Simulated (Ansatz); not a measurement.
Total energies of Al₄⁻ from Ansatz at PBE0-D4/def2-TZVPD, gas phase (1 Eh = 27.2114 eV = 2625.5 kJ/mol). The reference geometry is relaxed at PBE-D4/def2-TZVPD.

Cartesian coordinates in Å:
```
Al 0.549 0.190 -1.495
Al -0.549 -0.190 1.496
Al 1.357 1.317 0.665
Al -1.357 -1.317 -0.665
```

```csv
state,geometry,energy (Eh)
charge -1 doublet,reference,-969.29981
charge 0 triplet,reference,-969.22157
charge -1 quartet,relaxed at PBE-D4/def2-TZVPD,-969.29704
```

(1) Work out the vertical ionisation energy to the triplet.

(2) Which of the charge -1 states is lowest, and how far above it are the others?

(1) E(charge 0 triplet) − E(charge -1 doublet) = -969.22157 − (-969.29981) = 0.07824 Eh = 2.13 eV. For comparison, −ε of the highest occupied level of the spin that leaves is 0.78 eV at this level, 1.35 eV less.

(2) The doublet, but by less than the method's error, so the order isn't settled. quartet: -969.29704 − (-969.29981) = 0.00277 Eh = 7.3 kJ/mol. The quartet differs in its bonds from the reference.

The structure comes from a short search, and lower isomers may exist.
